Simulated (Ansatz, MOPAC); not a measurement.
Molecule: TiH3 (charge +1, singlet). SMILES of the parent species: [TiH3]

Atoms: Ti1, H2, H3, H4. Bonds: Ti1-H2, Ti1-H3, Ti1-H4.

Bond lengths (Å) and angles (degrees) optimised at PM6 with MOPAC; PBE/6-31G* with LANL2DZ past Ar with Ansatz (a program for electronic structure); B3LYP/LANL2DZ with Ansatz; B3LYP/6-31G* with LANL2DZ past Ar with Ansatz, each started from the B3LYP-D3(BJ)/def2-TZVP structure (Ansatz) of the last column. A row stands for all coordinates that are equal there. 6-31G* holds six Cartesian d functions. At PM6 the structure is a saddle point. No wavenumbers were computed at PBE/6-31G* with LANL2DZ past Ar, B3LYP/LANL2DZ, so these may be saddle points.

```tsv
coordinate	PM6	PBE/6-31G* with LANL2DZ past Ar	B3LYP/LANL2DZ	B3LYP/6-31G* with LANL2DZ past Ar	B3LYP-D3(BJ)/def2-TZVP
Ti1-H2	1.475	1.665	1.658	1.661	1.686
Ti1-H3	1.920	1.759	1.882	1.893	1.838
H2-Ti1-H3	61.7	84.3	93.2	92.5	97.9
H3-Ti1-H4	24.1	29.8	24.9	24.5	26.2
```

Mean signed difference of all 3 bond lengths from B3LYP-D3(BJ)/def2-TZVP: PM6 -0.016 Å, PBE/6-31G* with LANL2DZ past Ar -0.060 Å, B3LYP/LANL2DZ 0.020 Å, B3LYP/6-31G* with LANL2DZ past Ar 0.028 Å.
